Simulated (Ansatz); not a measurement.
Geometry optimisation, RKS PBE0/def2-SVP in Ansatz.

Input:

```yaml
crystal:
  periodic: [false, false, false]
  atoms:
    - { symbol: C, position_ang: [-1.5031, 1.0838, -0.7906] }
    - { symbol: Te, position_ang: [-0.541, -0.7307, -1.1516] }
    - { symbol: C, position_ang: [1.039, -0.1518, 0.1378] }
    - { symbol: S, position_ang: [2.5532, -1.2718, -0.0721] }
    - { symbol: Se, position_ang: [0.4826, -0.1881, 1.9902] }
    - { symbol: H, position_ang: [-2.4735, 1.1807, -1.4197] }
    - { symbol: H, position_ang: [-1.7965, 1.2131, 0.2738] }
    - { symbol: H, position_ang: [-0.8497, 1.9898, -1.0889] }
    - { symbol: H, position_ang: [1.4007, 0.8922, -0.0651] }
    - { symbol: H, position_ang: [1.7342, -2.4285, 0.2823] }
    - { symbol: H, position_ang: [0.0196, -1.6458, 1.9246] }
basis:
  gaussian: { orbitals: def2-SVP }
hamiltonian:
  xc: pbe0
relax:
  f_tol: 0.015
  max_steps: 40
```

Launched with:

```bash
$ ansatz run input.yaml --threads 2 --pin off --max-ram 3072MiB --backend cpu --events-out ev --progress --plain --runs-dir out
```

Q: Where does it end, and by what steps?

A: The forces met the threshold. After 10 steps the energy has fallen by 0.596 eV; Te2 moved furthest, 0.52 Å.

```
step  energy less start (eV)  largest force component (eV/Å)  accepted
   0                  0.0000                           2.570       yes
   1                 -0.4465                           1.268       yes
   2                 -0.5454                           0.428       yes
   3                 -0.5510                           0.644       yes
   4                 -0.5843                           0.313       yes
   5                 -0.5927                           0.051       yes
   6                 -0.5947                           0.043       yes
   7                 -0.5958                           0.026       yes
   8                 -0.5960                           0.030       yes
   9                 -0.5960                           0.040       yes
  10                 -0.5962                           0.008       yes
```

```xyz
11
Properties=species:S:1:pos:R:3
C -1.597 1.108 -0.776
Te -0.223 -0.418 -1.420
C 1.232 -0.203 0.190
S 2.495 -1.479 -0.040
Se 0.498 -0.033 1.992
H -2.555 0.915 -1.278
H -1.721 1.021 0.312
H -1.226 2.104 -1.046
H 1.768 0.745 0.030
H 1.674 -2.537 0.145
H -0.280 -1.281 1.912
```

Time of the run: 67 s on 2 threads of Arm Neoverse V2, with other jobs on the host, peak memory 0.46 GiB.
